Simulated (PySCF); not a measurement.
B3LYP has the VWN-RPA correlation part, as in Gaussian. 

Cartesian coordinates (Å):
SMILES: O[SiH2][S]
```xyz
6

O      1.2286    -0.4045    -0.3325
Si    -0.3611    -0.1338    -0.0388
S     -0.9568     1.8944    -0.0220
H      1.8693     0.1043     0.1675
H     -0.7725    -0.5769     1.3242
H     -1.0758    -0.8814    -1.0962
```
Charge 0, spin multiplicity 2.

Q: Predict the highest occupied spin orbital, total energy and dipole moment from B3LYP-D3(BJ)/def2-TZVP // PBE0-D4/def2-TZVP (PySCF).

A: 
```json
{
 "highest_occupied_spin_orbital": "-7.35 eV",
 "total_energy": "-764.8472 Ha",
 "dipole_moment": "1.11 D"
}
```
